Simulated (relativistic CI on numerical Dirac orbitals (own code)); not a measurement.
# Radial parameters of Br XII

These numbers are calculated, not measured: Dirac-Coulomb-Breit CI, separate exchange-only KLI orbitals for each configuration, QED by a radiative potential, unscaled Slater integrals (own radial code, finite nucleus).

Slater integrals F^k, G^k are unscaled and averaged over j, outside the closed core [Ne]; ζ comes from projecting the Hamiltonian with its Breit term on Σ l·s of the shell.

- 3s²3p⁶3d⁶: F^2(3d,3d) = 194080, F^4(3d,3d) = 123630, ζ(3d) = 4023.8 cm⁻¹; <r>(3d) = 0.5097, <r^2>(3d) = 0.3089 (bohr units).
- 3s²3p⁵3d⁷: ζ(3p) = 40930, F^2(3d,3d) = 193510, F^4(3d,3d) = 123250, F^2(3p,3d) = 184670, G^1(3p,3d) = 216520, G^3(3p,3d) = 137720, ζ(3d) = 3936.8 cm⁻¹; <r>(3p) = 0.5291, <r^2>(3p) = 0.3244, <r>(3d) = 0.511, <r^2>(3d) = 0.3106 (bohr units).
- 3s²3p⁴3d⁸: F^2(3p,3p) = 188520, ζ(3p) = 40968, F^2(3d,3d) = 192930, F^4(3d,3d) = 122860, F^2(3p,3d) = 184350, G^1(3p,3d) = 216350, G^3(3p,3d) = 137530, ζ(3d) = 3851.8 cm⁻¹; <r>(3p) = 0.5297, <r^2>(3p) = 0.3252, <r>(3d) = 0.5123, <r^2>(3d) = 0.3123 (bohr units).

Question: Give the Racah parameters of the d shell in 3s²3p⁶3d⁶.

Answer: B = F²/49 − 5F⁴/441 = 2559 cm⁻¹ and C = 35F⁴/441 = 9812 cm⁻¹.

Averages of the first 10 configurations, taken without configuration mixing, which lowers the lowest level and can move excited configurations by several eV; other configurations of the list can lie among them:

```csv
Configuration,Parity,States,Average energy above the lowest level (eV)
3s²3p⁶3d⁶,even,210,10.7
3s²3p⁵3d⁷,odd,720,125.0
3s²3p⁴3d⁸,even,675,241.9
3s3p⁶3d⁷,even,240,198.8
3s²3p⁶3d⁵4s,even,504,142.1
3s²3p⁶3d⁵4p,odd,1512,164.0
3p⁶3d⁸,even,45,390.3
3s²3p⁶3d⁵4d,even,2520,197.9
3s²3p⁶3d⁴4s²,even,210,286.8
3s3p⁵3d⁸,odd,540,311.9
```
